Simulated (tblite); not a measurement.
C2H9AlN, doublet, at a GFN2-xTB geometry (such geometries of metal compounds can be far from the true shape) (the spin is typed, not shown lowest); GFN1-xTB (tblite).

tblite was given this input:
```
$ tblite run mol.xyz --method gfn1 --charge 0 --spin 1 --guess eeq --json tblite.json --no-restart

# file mol.xyz
13

Al     0.45612501     0.14400214     0.58553422
C      1.18040402     1.02448517    -1.10446545
H      2.00314753     0.45334385    -1.55194589
H      1.59408064     2.01416057    -0.88401319
H      0.44282261     1.18205973    -1.90181117
C     -1.48074391     0.53159024     1.08975994
H     -1.92499362    -0.27422218     1.68696724
H     -2.15887810     0.70017555     0.24339754
H     -1.55151213     1.43153730     1.70965678
N     -0.21172714    -1.59855754    -0.61587026
H     -0.84351527    -1.16649869    -1.28504584
H     -0.73313935    -2.29622058    -0.09560394
H      0.52649194    -2.06291305    -1.13422149
```

What the program printed (banner, timings and long lists left out):

```
xTB calculator
 | screened Coulomb repulsion
 | Coulomb electrostatics
 |  * isotropic Klopman-Ohno-Mataga-Nishimoto electrostatics
 |  * onsite third-order electrostatics
 | DFT-D3(BJ) dispersion correction

halogen bonding energy    0.0000000000000E+00 Eh
repulsion energy          1.5803433701595E-01 Eh
dispersion energy        -3.7364940809224E-03 Eh
number of electrons       2.5000000000000E+01 e
integral cutoff           4.0000000000000E+01 bohr

------------------------------------------------------------
  cycle        total energy    energy error   density error
------------------------------------------------------------
      1     -13.49169770588  -1.3645996E+01   4.6990202E-01
      2     -13.51961891114  -2.7921205E-02   2.8312674E-01
      3     -13.52068589494  -1.0669838E-03   3.5492598E-02
      4     -13.52109627149  -4.1037655E-04   4.6478120E-03
      5     -13.52111497831  -1.8706821E-05   1.3331232E-03
      6     -13.52111568747  -7.0915887E-07   8.0974593E-05
      7     -13.52111569361  -6.1376095E-09   1.7902127E-05
------------------------------------------------------------

electronic energy        -1.3675413536541E+01 Eh
total energy             -1.3521115693606E+01 Eh

Post processing:
 | Mayer-Wiberg bond orders

[Info] JSON dump of results written to 'tblite.json'
```
